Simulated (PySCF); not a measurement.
Cl₄Nb, neutral, multiplicity 2. Atoms are numbered in the order given.

```xyz
5

Nb     0.0000     0.0000     0.0000
Cl     1.3969    -1.3969     1.1624
Cl    -1.3969     1.3969     1.1624
Cl     1.3969     1.3969    -1.1624
Cl    -1.3969    -1.3969    -1.1624
```
Charge 0, spin multiplicity 2.

Geometry optimised at B3LYP-D3(BJ)/def2-SVP. The spin state was assumed, not searched. The def2 effective core potentials stand for the cores of Nb; spin–orbit coupling is left out.

Computed with PySCF with M06-2X/def2-TZVP.

ESP charges are fitted to the potential on shells at 1.4 to 2.0 van der Waals radii. Atomic charges (e):

```csv
atom,Löwdin,ESP fit,Mulliken spin
Nb1,-0.40,0.46,0.96
Cl2,0.10,-0.11,0.01
Cl3,0.10,-0.11,0.01
Cl4,0.10,-0.11,0.01
Cl5,0.10,-0.11,0.01
```
